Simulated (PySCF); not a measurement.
Problem. What does the PBE0-D3(BJ)/def2-SVP structure of `c1(ccc(cc1)Br)C(F)(F)F` (4-bromobenzotrifluoride) look like in three dimensions?

Solution. 
Z-matrix in Å and degrees, rows numbered from 1:
```
F 
C   1  1.3380
F   2  1.3352  1  107.24
F   2  1.3365  1  106.94  3   115.34
C   2  1.5032  1  111.31  3  -122.64
C   5  1.3956  2  119.61  1   -81.77
C   6  1.3906  5  120.24  2   177.59
C   7  1.3951  6  119.26  5     0.10
Br  8  1.8833  7  119.49  6   179.97
C   8  1.3941  7  121.00  6     0.14
C  10  1.3918  8  119.26  7    -0.20
H   6  1.0918  5  119.93  2    -2.79
H   7  1.0910  6  120.60  5   179.91
H  10  1.0910  8  120.15  7   179.66
H  11  1.0914  5  119.88  2     2.74
```

All 3 C–F bonds measure 1.335 to 1.338 Å. The 6-membered ring C5–C6–C7–C8–C10–C11 has internal angles of 119.3° to 121.0° (sum 720°, against 720° for a flat polygon); it is planar, 0.00 Å rms from its mean plane, widest ring torsion 0°. Of the pairs four or more bonds apart, F3···H15 is among the closest relative to their van der Waals radii: 2.43 Å, 91 % of the sum of Bondi's values. The C–C distances run from 1.391 Å (C6–C7, aromatic) to 1.503 Å (C2–C5, drawn single), a spread of 0.112 Å.

Level of theory: PBE0-D3(BJ)/def2-SVP geometry optimisation, gas phase (PySCF).

Point group: near Cs, missed by 0.27 Å at most; the miss may be what the optimiser left on a soft mode. Not checked by PBE0-D3(BJ)/def2-SVP frequencies.
